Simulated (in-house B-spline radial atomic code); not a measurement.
## Zn³⁺: [Ar] 3d9

Level of theory: non-relativistic revTPSS, spin-polarised, spherical fractional occupations, point nucleus; calculated with a radial B-spline atomic code at the basis-set limit.

Screening seen three ways: the hydrogenic charge with the same mean radius, Z_r = [3n² - l(l+1)]/(2<r>), the one with the same energy, Z_e = n√(-2ε), and Slater's rules. Values are occupation-weighted means over spin.

```csv
shell,electrons,ε (eV),<r> (bohr),Z_r,Z_e,Slater
1s,2,-9465.5,0.05107,29.37,26.38,29.70
2s,2,-1178,0.2295,26.14,18.61,25.85
2p,6,-1040.9,0.1998,25.03,17.49,25.85
3s,2,-167.96,0.6878,19.63,10.54,18.75
3p,6,-124.33,0.7115,17.57,9.07,18.75
3d,9,-50.855,0.8155,12.88,5.80,9.20
```

The least bound orbital is 3d down at -50.16 eV, and it is also the most diffuse (<r> = 0.8191 bohr).
